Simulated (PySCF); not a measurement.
CF2, SMILES F[C]F (connectivity only; charge and spin as stated), neutral, multiplicity 1.

Geometry: B3LYP-D3(BJ)/def2-TZVP. The isomer is the one that the SMILES or the coordinates give; other isomers of the formula were not compared.

Calculation: PBE/def2-TZVPD run with PySCF.

Isolated molecule, no solvent.

```json
{
 "total_energy": "-237.57720 hartree",
 "point_group": "C2v",
 "highest_occupied_level": "-7.26 eV",
 "lowest_empty_level": "-3.65 eV",
 "orbital_gap": "3.61 eV",
 "dipole_moment": "0.73 D",
 "quadrupole, principal values (traceless, Buckingham form, about the centre of nuclear charge)": "-2.29, 0.31, 1.98 D·Å",
 "mean_static_polarisability": "17.8 bohr³ (2.64 Å³)",
 "polarisability_principal_values": "15.7, 17.2, 20.5 bohr³"
}
```
